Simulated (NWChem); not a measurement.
System: CH6F2Si2; SMILES C([SiH3])(F)(F)[SiH3]

```xyz
11

F      0.0000    -1.1236    -1.1911
C      0.0000     0.0000    -0.3641
F      0.0000     1.1236    -1.1911
Si     1.6650     0.0000     0.6228
Si    -1.6650     0.0000     0.6228
H      1.7184     1.2292     1.4833
H      1.7184    -1.2292     1.4833
H      2.7902     0.0000    -0.3688
H     -2.7902     0.0000    -0.3688
H     -1.7184     1.2292     1.4833
H     -1.7184    -1.2292     1.4833
```
Atoms are numbered in this order, from 1.

Computed with NWChem. Geometry: optimised at PBE-D3(BJ)/def2-SVP. Level: PBE0/def2-SVP with SMD (1 M gas to 1 M solution), gas-phase geometry. Reactions with the solvent are ignored.

Question: Order these by “cavity-dispersion-structure term (kcal/mol)”, lowest first: ethylene glycol; methanol; water.

Answer: methanol (0.5), ethylene glycol (2.6), water (4.9)
